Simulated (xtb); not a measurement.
xtb input (GFN2-xTB):

```bash
xtb mol.xyz --gfn 2 --sp --chrg -1 --uhf 0
```
mol.xyz:
```
9

C      1.63964402    -0.42942163    -0.54178487
C      0.69511400     0.11903355     0.22465152
C     -0.73945280     0.44381213    -0.17029716
O     -1.61641988    -0.19386213     0.60216205
H      1.44731388    -0.64478753    -1.58994258
H      2.62078432    -0.70360515    -0.16111496
H      0.89526140     0.28864604     1.28285806
H     -0.80460035     0.22528236    -1.28212005
H     -0.79923139     1.58481696    -0.14239394
```

End of the output:

```
         :::::::::::::::::::::::::::::::::::::::::::::::::::::
         ::                     SUMMARY                     ::
         :::::::::::::::::::::::::::::::::::::::::::::::::::::
         :: total energy             -13.147972333742 Eh    ::
         :: gradient norm              0.025773909131 Eh/a0 ::
         :: HOMO-LUMO gap              1.991102213540 eV    ::
         ::.................................................::
         :: SCC energy               -13.297886763817 Eh    ::
         :: -> isotropic ES            0.192588300967 Eh    ::
         :: -> anisotropic ES          0.009638835861 Eh    ::
         :: -> anisotropic XC          0.001694019163 Eh    ::
         :: -> dispersion             -0.004778234468 Eh    ::
         :: repulsion energy           0.149914430075 Eh    ::
         :: add. restraining           0.000000000000 Eh    ::
         :: total charge              -1.000000000000 e     ::
         :::::::::::::::::::::::::::::::::::::::::::::::::::::

           -------------------------------------------------
          |                Property Printout                |
           -------------------------------------------------

    * Orbital Energies and Occupations

         #    Occupation            Energy/Eh            Energy/eV
      -------------------------------------------------------------
         1        2.0000           -0.4305123             -11.7148
         2        2.0000           -0.3956109             -10.7651
         3        2.0000           -0.3723098             -10.1311
         4        2.0000           -0.3518536              -9.5744
         5        2.0000           -0.3227221              -8.7817
         6        2.0000           -0.2937854              -7.9943
         7        2.0000           -0.2742773              -7.4635
         8        2.0000           -0.2510966              -6.8327
         9        2.0000           -0.2343820              -6.3779
        10        2.0000           -0.2118990              -5.7661
        11        2.0000           -0.0992016              -2.6994
        12        2.0000           -0.0971246              -2.6429 (HOMO)
        13                         -0.0239530              -0.6518 (LUMO)
Note: The following floating-point exceptions are signalling: IEEE_UNDERFLOW_FLAG IEEE_DENORMAL
normal termination of xtb
        14                          0.2786020               7.5811
        15                          0.2956267               8.0444
        16                          0.3362674               9.1503
        17                          0.3550332               9.6609
        18                          0.3746175              10.1939
        19                          0.5259676              14.3123
        20                          0.5680329              15.4570
        21                          0.7646789              20.8080
      -------------------------------------------------------------
                  HL-Gap            0.0731717 Eh            1.9911 eV
             Fermi-level           -0.0605388 Eh           -1.6473 eV

     #   Z          covCN         q      C6AA      α(0)
     1   6 C        2.832    -0.115    30.902     9.109
     2   6 C        2.882    -0.040    28.990     8.827
     3   6 C        3.661     0.181    17.959     6.080
     4   8 O        0.855    -0.763    30.494     7.404
     5   1 H        0.925    -0.013     3.296     2.839
     6   1 H        0.925    -0.030     3.645     2.986
     7   1 H        0.924    -0.004     3.120     2.762
     8   1 H        0.916    -0.106     5.769     3.757
     9   1 H        0.914    -0.110     5.933     3.810

 Mol. C6AA /au·bohr⁶  :        957.563146
 Mol. C8AA /au·bohr⁸  :      20156.180014
 Mol. α(0) /au        :         47.573911

Wiberg/Mayer (AO) data.
largest (>0.10) Wiberg bond orders for each atom

 ---------------------------------------------------------------------------
     #   Z sym  total        # sym  WBO       # sym  WBO       # sym  WBO
 ---------------------------------------------------------------------------
     1   6 C    3.970 --     2 C    1.926     5 H    0.977     6 H    0.975
     2   6 C    3.961 --     1 C    1.926     7 H    0.970     3 C    0.963
     3   6 C    3.978 --     4 O    1.159     2 C    0.963     8 H    0.923
                             9 H    0.904
     4   8 O    1.418 --     3 C    1.159
     5   1 H    1.000 --     1 C    0.977
     6   1 H    0.999 --     1 C    0.975
     7   1 H    1.000 --     2 C    0.970
     8   1 H    0.989 --     3 C    0.923
     9   1 H    0.988 --     3 C    0.904
 ---------------------------------------------------------------------------

Topologies differ in total number of bonds
Writing topology from bond orders to xtbtopo.mol

molecular dipole:
                 x           y           z       tot (Debye)
 q only:        1.804       0.196      -0.500
   full:        2.115       0.319      -0.693       5.714
molecular quadrupole (traceless):
                xx          xy          yy          xz          yz          zz
 q only:       -7.791       0.028       4.446       4.173       0.454       3.345
  q+dip:       -8.809      -1.746       4.214       5.486       1.405       4.595
   full:       -8.893      -1.132       4.719       5.419       0.934       4.174

           -------------------------------------------------
          | TOTAL ENERGY              -13.147972333742 Eh   |
          | GRADIENT NORM               0.025773909131 Eh/α |
          | HOMO-LUMO GAP               1.991102213540 eV   |
           -------------------------------------------------

------------------------------------------------------------------------
------------------------------------------------------------------------
 total:
 SCF:
```

It need not be the lowest isomer of its formula. Whether it binds its extra electron was not tested at this geometry.
